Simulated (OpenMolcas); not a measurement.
# Levels of Al II by method

```
Program             : OpenMolcas
Basis               : ANO-RCC-VDZP [4s3p1d]
Scalar Hamiltonian  : DKH2, point nucleus
Active space        : 2 electrons in 4 orbitals (3s 3p)
State averaging     : 2S+1 = 3 even, 3 roots; 2S+1 = 1 even, 7 roots kept (CI in the orbitals of an earlier block); 2S+1 = 3 odd, 3 roots; 2S+1 = 1 odd, 3 roots kept (CI in the orbitals of an earlier block)
Spin-orbit coupling : state interaction with AMFI integrals over the reference wave functions, term energies averaged over their components
```

Methods on the same reference wave functions:
A. CASSCF
B. SS-CASPT2, IPEA 0.25 Eh, imaginary shift 0.1 Eh (closed shells correlated: 2s 2p)
C. MS-CASPT2, IPEA 0.25 Eh, imaginary shift 0.1 Eh (closed shells correlated: 2s 2p)

Energies in eV above 3s² ¹S₀, the measured ground level; measured values from NIST Handbook of Basic Atomic Spectroscopic Data.

| Level | A | B | C | Measured |
| --- | --- | --- | --- | --- |
| 3s² ¹S₀ | 0.0000 | 0.0000 | 0.0000 | 0.0000 |
| 3s 3p ³P°₀ | 4.4437 | 4.492 | 4.497 | 4.6361 |
| 3s 3p ³P°₁ | 4.4500 | 4.499 | 4.503 | 4.6437 |
| 3s 3p ³P°₂ | 4.4628 | 4.512 | 4.516 | 4.6591 |
| 3s 3p ¹P°₁ | 8.2635 | 7.654 | 7.658 | 7.4207 |
| 3p² ³P₀ | 11.5903 | 11.621 | 11.626 | 11.6650 |
| 3p² ³P₁ | 11.5967 | 11.628 | 11.632 | 11.6728 |
| 3p² ³P₂ | 11.6091 | 11.640 | 11.644 | 11.6878 |
| 3p² ¹D₂ | 12.5795 | 11.884 | 11.889 | 10.5983 |
| 3p² ¹S₀ | 14.8269 | 14.088 | 14.097 | 13.8413 |

Deviations, from unrounded energies. A percentage is the sum of absolute deviations over the sum of measured energies, with the sign that they share, or ± where signs differ.

```csv
Against measurement,Levels,A,B,C
mean absolute deviation (cm-1),9,4100,2100,2100
other configurations (%),9,±5.7,±2.9,±2.9
```

B, C lie about equally close to measurement and A furthest from it. The largest miss of C in the table is 3p² ¹D₂, by +10000 cm-1. The ranking rests on the paired levels alone, and a cruder setting can come out closer through cancelling errors.

Between B and C the level of the table that moves most is 3p² ¹S₀, by 75 cm-1 (lowest in B, highest in C).

The lowest spin-free term lies below A's lowest term by 0.039 hartree in B, 0.039 hartree in C.

Over all roots computed the reference weight is 0.94 to 0.99 in B, 0.94 to 0.99 in C; the roots of lowest weight are the least certain, and an intruder state may touch them. Terms from blocks run as CI alone lack orbitals of their own. The ¹D term of p² mixes with s d, which this space lacks. Without dynamic correlation excited terms often stand tens of per cent too high (terms of higher spin than the ground term too low), and those without a measured partner can miss by more than the paired ones (holds for A). Measured partners are found by configuration, term and J. A level has none where our copy of the source lacks it or the pairing is in doubt (some pairs that miss far off the trend of their configuration count as doubtful), and it then counts in no deviation. Levels of configurations outside the active space are missing.

° marks odd parity.
